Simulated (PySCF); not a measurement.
**Assigning NMR signals**

Geometry (Å), atoms numbered from 1 in this order:
```xyz
20

C    -2.178    1.015    0.958
C    -2.334   -0.061    0.196
C    -1.247   -0.760   -0.476
C    -1.468   -1.837   -1.229
C     0.128   -0.232   -0.295
C     0.921   -0.682    0.754
C     2.203   -0.190    0.923
C     2.704    0.757    0.046
C     1.920    1.209   -1.002
C     0.638    0.718   -1.172
H    -1.207    1.451    1.130
H    -3.014    1.498    1.434
H    -3.320   -0.479    0.038
H    -0.664   -2.352   -1.725
H    -2.459   -2.235   -1.372
H     0.526   -1.421    1.437
H     2.811   -0.547    1.741
H     3.705    1.142    0.179
H     2.308    1.947   -1.689
H     0.023    1.069   -1.988
```

Computational details: geometry from GFN2-xTB, GIAO PBE0/pcSseg-1 shieldings, in PySCF (non-relativistic Hamiltonian, one averaged value for each set of equivalent atoms, a single conformation, in vacuum).

Scale: ¹³C (σ = 186.93 ppm), ¹H (σ = 31.72 ppm) against TMS (reference shieldings calculated alike).

Question: Assign these signals to the numbered atoms. ¹³C{¹H} NMR (computed): δ 160.0, 148.5, 147.7, 135.5, 133.4, 132.6, 127.6, 125.2.

Answer: 
160.0 → C3, fully substituted alkene carbon: the olefinic region
148.5 → C2, alkene CH: the olefinic region
147.7 → C5, substituted aromatic carbon
135.5 → C6/C10, aromatic CH: the aromatic region
133.4 → C7/C9, aromatic CH
132.6 → C8, aromatic CH
127.6 → C1, terminal =CH2 carbon: as expected for a trigonal carbon in a double bond
125.2 → C4, terminal =CH2 carbon

C2 and C5; C7/C9 and C8 lie closer than the usual error of such a calculation, so a measured spectrum could show them in the other order.

Question: Assign these signals to the numbered atoms. ¹H NMR (600 MHz, computed): δ 7.68 (m, 2H), 7.63 (m, 1H), 7.48 (d, 2H), 6.92 (m, 1H), 5.59 (br s, 1H), 5.57 (m, 1H), 5.29 (br s, 1H), 4.82 (m, 1H).

Answer: 
7.68 → H17/H19, hydrogen on an aromatic CH: ring-current deshielding
7.63 → H18, hydrogen on an aromatic CH
7.48 → H16/H20, hydrogen on an aromatic CH
6.92 → H13, hydrogen on an alkene CH: olefinic region
5.59 → H15, hydrogen on a terminal =CH2 carbon: olefinic region
5.57 → H12, hydrogen on a terminal =CH2 carbon
5.29 → H14, hydrogen on a terminal =CH2 carbon
4.82 → H11, hydrogen on a terminal =CH2 carbon

H17/H19 and H18; H15 and H12 lie closer than the usual error of such a calculation, so a measured spectrum could show them in the other order.

Shifts are as computed. Against solution values, carbons near 30 ppm lie about +3 ppm off and those near 130 ppm about +5 ppm. Of 1211 compounds with measured shifts, 218 miss one by over three times the rms of a fit or turn the order of signals round; such compounds aren't used in these exercises. Multiplicities follow the n + 1 count of equivalent neighbours, as no J values were calculated; m marks all less simple cases, F and P coupling included.
